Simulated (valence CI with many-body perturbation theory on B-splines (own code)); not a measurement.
# Energy levels of Pt XXVIII

Method: relativistic CI+MBPT: five valence electrons over a frozen Dirac-Fock core [Kr] 4d10, radial functions for each j: 7 s, 7 p, 7 d, 7 f, 4 g, 2 h, with the one-electron correlation potential Σ1, the two-electron term Σ2, the three-electron term Σ3, Breit, model QED; selected CI, second order for the rest (own B-spline code, finite nucleus).

No measured spectrum was set against this ion. As an estimate, large intervals hold to a few tenths of a per cent, small ones and those within an open d or f shell to about a per cent. Among the levels kept, up to 760 cm⁻¹ of a level comes from second order outside the variational space, and about a tenth of that is noise between levels of different J, which matters for small intervals. Only levels of the ground parity were solved; by the run's estimate the other parity begins above the list, which can be wrong where configurations are misplaced.

Levels 1 to 34 of 34, with energies above the lowest level, 4f5 6H°_5/2. "Leading %" is the weight of the configuration and term that name the level; weights of strongly mixed levels are sums over their largest components and can fall short. In the jj column 3d3/2^4 stands for four electrons in 3d with j = 3/2. Lifetimes count E1, E2, E3, M1 and M2 decay at the calculated energies, and are blank where another channel may lead or the interval is too uncertain; long ones can be off by a factor of two.

```
No.  Configuration  Term     J  E (cm⁻¹)  Leading %              Leading jj  Lifetime       g
  1            4f5   6H°   5/2       0.0         57          4f5/2^5 (61 %)             0.468
  2            4f5   6H°   7/2     17388         75    4f5/2^4 4f7/2 (72 %)   2.91 ms   0.874
  3            4f5   6F°   5/2     30520         37    4f5/2^4 4f7/2 (54 %)   2.35 ms   1.077
  4            4f5   6H°   9/2     31374         82  4f5/2^3 4f7/2^2 (57 %)   4.24 ms   1.062
  5            4f5   6F°   3/2     32184         62    4f5/2^4 4f7/2 (78 %)   6.11 ms   0.943
  6            4f5   6F°   1/2     34577         77    4f5/2^4 4f7/2 (58 %)    621 ms  -0.488
  7            4f5   6H°  11/2     41995         74  4f5/2^3 4f7/2^2 (46 %)   10.4 ms   1.155
  8            4f5   6F°   7/2     45363         61  4f5/2^3 4f7/2^2 (49 %)   3.53 ms   1.295
  9            4f5   6H°  13/2     49765         58  4f5/2^3 4f7/2^2 (40 %)   36.6 ms   1.188
 10            4f5   4I°  15/2     51267         25    4f5/2^4 4f7/2 (72 %)    13.2 s   1.111
 11            4f5   6F°   9/2     57908         67  4f5/2^3 4f7/2^2 (42 %)   8.86 ms   1.350
 12            4f5   6F°   5/2     62777         43  4f5/2^3 4f7/2^2 (67 %)    451 μs   0.984
 13            4f5   4M°  15/2     67822         39  4f5/2^3 4f7/2^2 (62 %)   3.33 ms   1.051
 14            4f5   6F°  11/2     68878         59  4f5/2^3 4f7/2^2 (36 %)   10.9 ms   1.340
 15            4f5   4F°   3/2     71482         69  4f5/2^3 4f7/2^2 (75 %)    647 μs   0.594
 16            4f5   4I°   9/2     73899         59  4f5/2^3 4f7/2^2 (55 %)    686 μs   0.849
 17            4f5   4L°  13/2     74545         45    4f5/2^4 4f7/2 (39 %)   1.71 ms   0.953
 18            4f5   4K°  11/2     75306         48  4f5/2^3 4f7/2^2 (42 %)   1.06 ms   0.944
 19            4f5   4P°   5/2     77728         31  4f5/2^3 4f7/2^2 (55 %)    728 μs   1.352
 20            4f5   4G°   7/2     81684         43  4f5/2^3 4f7/2^2 (59 %)    635 μs   1.040
 21            4f5   4M°  17/2     84113         63  4f5/2^3 4f7/2^2 (95 %)   2.13 ms   1.008
 22            4f5   2P°   1/2     86414         66  4f5/2^3 4f7/2^2 (54 %)    654 μs   0.413
 23            4f5   6P°   3/2     90183         49  4f5/2^3 4f7/2^2 (70 %)   2.44 ms   1.949
 24            4f5   4G°   9/2     94539         46  4f5/2^3 4f7/2^2 (80 %)   1.79 ms   1.070
 25            4f5   4L°  15/2     94755         47  4f5/2^3 4f7/2^2 (77 %)   2.14 ms   1.002
 26            4f5   4M°  19/2     96368         59  4f5/2^3 4f7/2^2 (73 %)   18.9 ms   1.058
 27            4f5   2G°   7/2     97462         35  4f5/2^3 4f7/2^2 (46 %)    706 μs   0.855
 28            4f5   4F°   5/2     99385         51  4f5/2^3 4f7/2^2 (46 %)    516 μs   0.883
 29            4f5   4I°   9/2     99821         26    4f5/2^4 4f7/2 (43 %)    712 μs   1.039
 30            4f5   4H°  11/2    100010         36  4f5/2^3 4f7/2^2 (60 %)   2.31 ms   1.103
 31            4f5   4K°  13/2    101510         51  4f5/2^3 4f7/2^2 (71 %)   1.55 ms   0.948
 32            4f5   4M°  21/2    101570         51  4f5/2^3 4f7/2^2 (78 %)    413 ms   1.082
 33            4f5   2K°  15/2    102820         27  4f5/2^3 4f7/2^2 (41 %)    585 μs   1.079
 34            4f5   4L°  17/2    104700         36  4f5/2^3 4f7/2^2 (85 %)   29.7 ms   1.023
```

Names give the largest LS component (configuration and term), which can be under half, so a name can repeat, a term be missing and a line seem to break the LS rules; names also repeat where a configuration has a term twice.

Where two levels of one J and parity lie close, their mixing, g and order are uncertain.

The ionisation energy to 4f4 5I_4 of the next ion comes out as 908.05 eV (NIST: 930 ± 50 eV (theoretical)). All 34 levels together are meant to be complete up to 105540 cm⁻¹.
